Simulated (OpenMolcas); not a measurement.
d8 ions of charge +2 down a group on the Ca site of CaF2

```json
{
 "Program": "OpenMolcas 26.06",
 "Method": "CASSCF",
 "Spin-orbit coupling": "state interaction with AMFI integrals over the reference wave functions"
}
```

The d shell is active. Each dopant is a cluster with its nearest anions in model potentials and point charges, with no relaxation. Distances were set from a Shannon-type radius of the metal (high-spin where two are listed) plus a fixed donor radius (F 1.31 Å), in hosts weighted 0.65 to 0.35 with the host's distance in the model lattice. Ligand basis ANO-RCC-VDZP, DKH2 Hamiltonian. States (labels of O, the rotations of Oh). Energies in cm-1 above the lowest state or level, χT in cm3 K/mol; under a threefold ground state the first gap can be a small split of the lowest multiplet, not the spin-orbit step; 10Dq and B are least-squares fits to the states below 45000 cm-1, weighted by degeneracy, with a free offset, and given where the rms deviation is under 5 % of |10Dq| (or 100 cm-1) and under 700 cm-1; 10Dq is negative for this site. Spin-only χT is S(S+1) / 2 for the spin of the ground state.

```json
{"Ion": "Ni2+", "Shell": "3d8", "R (Å)": "2.212", "Metal basis": "ANO-RCC-VTZP", "Ground state": "3T1", "First state of that spin": "3T2 2521", "10Dq": "-3006", "B (rms of fit)": "1298 (46)", "First gap with spin-orbit (degeneracies)": "361.3 (1, 3)", "χT at 300 K": "2.610", "First state of another spin": "1T2 17123", "Spin-only χT": "1.000"}
{"Ion": "Pd2+", "Shell": "4d8", "R (Å)": "2.323", "Metal basis": "ANO-RCC-VTZP", "Ground state": "3T1", "First state of that spin": "3T2 5376", "10Dq": "-6272", "B (rms of fit)": "910 (36)", "First gap with spin-orbit (degeneracies)": "793.3 (1, 3)", "χT at 300 K": "1.667", "First state of another spin": "1T2 13110", "Spin-only χT": "1.000"}
{"Ion": "Pt2+", "Shell": "5d8", "R (Å)": "2.284", "Metal basis": "ANO-RCC-VTZP", "Ground state": "3T1", "First state of that spin": "3T2 8541", "10Dq": "-9664", "B (rms of fit)": "814 (48)", "First gap with spin-orbit (degeneracies)": "1912 (1, 3)", "χT at 300 K": "0.731", "First state of another spin": "1T2 11988", "Spin-only χT": "1.000"}
```

|10Dq| changes by factors of 6272 / 3006 = 2.09 from Ni2+ to Pd2+, 9664 / 6272 = 1.54 from Pd2+ to Pt2+.

B goes from 1298 cm-1 (Ni2+) to 814 cm-1 (Pt2+).

Every ion keeps the highest spin of its shell. χT departs most from the spin-only value for Ni2+, by +1.610 cm3 K/mol.

Without dynamic correlation the repulsion within the d shell is too large (B by tens of per cent), so at a given field states of lower spin stand too high. Ligand-to-metal charge-transfer states are missing. With no ligand orbital active B as a rule stays too high, so bands that hang on it stand too high and its fall with covalency is understated. An orbital triplet at a regular site is open to Jahn-Teller coupling, which can distort the site and quench the lowest spin-orbit gaps and is left out (holds for Ni2+; Pd2+). With metal d orbitals alone and no dynamic correlation 10Dq can be off by a tenth to a fifth, either way, in oxide and fluoride hosts (holds for Ni2+). Real 4d8 and 5d8 ions are as a rule square planar and diamagnetic (holds for Pd2+; Pt2+). With metal d orbitals alone the field can be off either way by tens of per cent (holds for Pd2+; Pt2+). No measured value stands beside these numbers; the geometry was set by hand and not optimised.
